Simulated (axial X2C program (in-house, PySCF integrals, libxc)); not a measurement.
# BeCu: properties at the nuclei

Computed with an in-house all-electron X2C program for linear molecules (integrals from PySCF): two-component X2C with atomic mean-field Coulomb and Gaunt terms, Gaussian nuclei, basis Cu dyall-cv3z, Be dyall-cv3z with contracted cores.

R = 2.060 Å (near the PBE0 minimum at charge 0 of the determinant lowest at the starting distance; the state shown can have its own minimum elsewhere).

Determinant lowest in the PBE0 search, Ω = 1/2 (⟨Sz⟩ = 0.50, ⟨Lz⟩ = 0.00 at PBE0), spin on the atoms Cu 0.18, Be 0.32:

```csv
level,Eeff magnitude (GV/cm),Ws magnitude Cu (kHz),A∥/gI Cu (MHz),qzz Cu (a.u.),A∥/gI Be (MHz),qzz Be (a.u.),μ (D)
PBE0,0.42,0.351,1600,0.35,196,-0.12,-0.91
HF,0.348,0.283,1460,-0.07,132,-0.13,-1.83
r2SCAN,0.57,0.478,1630,0.44,237,-0.12,-0.60
B3LYP,0.422,0.35,1580,0.43,231,-0.12,-0.65
PBE50,0.348,0.286,1650,0.16,170,-0.12,-1.37
```

Determinant 1.65 eV from it at PBE0 and this distance, Ω = 3/2 (⟨Sz⟩ = 0.50, ⟨Lz⟩ = 1.00 at PBE0), spin on the atoms Cu -0.04, Be 0.54:

```
 level  Eeff magnitude (GV/cm)  Ws magnitude Cu (kHz)  A∥/gI Cu (MHz)  qzz Cu (a.u.)  A∥/gI Be (MHz)  qzz Be (a.u.)  μ (D)
  PBE0                   0.112                 0.0414            -324           0.51            43.9           0.06  -1.03
    HF                   0.481                  0.148            -553           0.06            75.6           0.05  -2.66
r2SCAN                   0.163                 0.0577            -503           0.66            64.7           0.05  -0.86
 B3LYP                  0.0309                 0.0185            -226           0.61            39.6           0.06  -0.66
 PBE50                   0.179                 0.0605            -326           0.29            43.6           0.06  -1.53
```

Eeff is the effective electric field on the electron electric dipole moment in this Ω state and Ws the scalar–pseudoscalar constant of the nucleus named (defined with the proton number Z and per Ω); A∥ (defined per Ω) follows by multiplying with gI = μI/(I μN); qzz is the electric field gradient, eQq0 = 234.96 MHz × Q/barn × qzz; μ is positive if the Be end (last atom) is positive. The operators were transformed with the bare-nucleus X2C matrices; with these basis sets, hyperfine constants and field gradients can be off by tens of per cent, and where levels differ in sign neither size nor sign is settled.

**Question.** With gI(63Cu) = 1.4824, gI(9Be) = -0.7850, Q(9Be) = 0.05288 barn (g factors from the IAEA table of nuclear moments by Stone; Q from Pyykkö, Mol. Phys. 2018), turn the PBE0 values of the first state into constants in MHz.

**Answer.** A∥(63Cu) = 1600 × 1.4824 = 2370 MHz; A∥(9Be) = 196 × -0.7850 = -154 MHz; eQq0(9Be) = 234.96 × (0.05288) × (-0.12) = -1.49 MHz.

Each state is one determinant with collinear spin. Unrestricted Hartree–Fock can overshoot spin polarisation at the nuclei. Where Eeff spreads by more than a factor of two the levels disagree and none is to be relied on. The search compared states at one distance, so a state with another bond length can lie lower. Where a field gradient or hyperfine factor spreads by more than a factor of two over the levels, a constant derived from it is not to be relied on. PBE0 term energies can be off by some tenths of an eV.
